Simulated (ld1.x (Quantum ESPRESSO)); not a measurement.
## Reading a pseudo-wave (dysprosium)

Columns: radius, all-electron u(r) and pseudo u(r) of the 5d shell (level -2.33 eV) of dysprosium in the configuration [Xe] 4f9 5d1 6s2 6p0; PBEsol, scalar-relativistic, TM scheme, ld1.x (Quantum ESPRESSO) 7.5.

```json
{"r (bohr)": "0.205", "all-electron": "0.0867", "pseudo": "0.0049"}
{"r (bohr)": "0.410", "all-electron": "-0.2416", "pseudo": "0.0366"}
{"r (bohr)": "0.615", "all-electron": "-0.1629", "pseudo": "0.1097"}
{"r (bohr)": "0.820", "all-electron": "0.0764", "pseudo": "0.2196"}
{"r (bohr)": "1.025", "all-electron": "0.2951", "pseudo": "0.3452"}
{"r (bohr)": "1.230", "all-electron": "0.4503", "pseudo": "0.4602"}
{"r (bohr)": "1.435", "all-electron": "0.5459", "pseudo": "0.5455"}
{"r (bohr)": "1.640", "all-electron": "0.5960", "pseudo": "0.5952"}
{"r (bohr)": "1.845", "all-electron": "0.6146", "pseudo": "0.6145"}
{"r (bohr)": "2.050", "all-electron": "0.6126", "pseudo": "0.6126"}
{"r (bohr)": "2.255", "all-electron": "0.5977", "pseudo": "0.5977"}
{"r (bohr)": "2.460", "all-electron": "0.5754", "pseudo": "0.5754"}
{"r (bohr)": "2.665", "all-electron": "0.5492", "pseudo": "0.5492"}
{"r (bohr)": "2.870", "all-electron": "0.5211", "pseudo": "0.5211"}
{"r (bohr)": "3.075", "all-electron": "0.4924", "pseudo": "0.4924"}
{"r (bohr)": "3.280", "all-electron": "0.4637", "pseudo": "0.4637"}
{"r (bohr)": "3.485", "all-electron": "0.4354", "pseudo": "0.4354"}
{"r (bohr)": "3.690", "all-electron": "0.4078", "pseudo": "0.4078"}
{"r (bohr)": "3.895", "all-electron": "0.3811", "pseudo": "0.3811"}
{"r (bohr)": "4.100", "all-electron": "0.3553", "pseudo": "0.3553"}
{"r (bohr)": "4.305", "all-electron": "0.3305", "pseudo": "0.3305"}
{"r (bohr)": "4.510", "all-electron": "0.3069", "pseudo": "0.3069"}
{"r (bohr)": "4.715", "all-electron": "0.2843", "pseudo": "0.2843"}
{"r (bohr)": "4.920", "all-electron": "0.2630", "pseudo": "0.2630"}
{"r (bohr)": "5.125", "all-electron": "0.2429", "pseudo": "0.2429"}
{"r (bohr)": "5.330", "all-electron": "0.2240", "pseudo": "0.2240"}
```

Question: How many radial nodes do the two functions have?

Answer: The all-electron 5d function has n − l − 1 = 2; the pseudo-wave has 0, since the states of the same l below it are removed with the core.

Question: At about which radius was the pseudo-wave matched?

Answer: 2.20 bohr. The columns agree to 0.0005 from 1.84 bohr on; several derivatives are matched, so the curves merge somewhat inside the radius.

Question: Is the pseudo-wave norm-conserving?

Answer: Yes: the TM scheme keeps the norm inside the radius equal to the all-electron one, which fixes the energy derivative of the logarithmic derivative at the level.
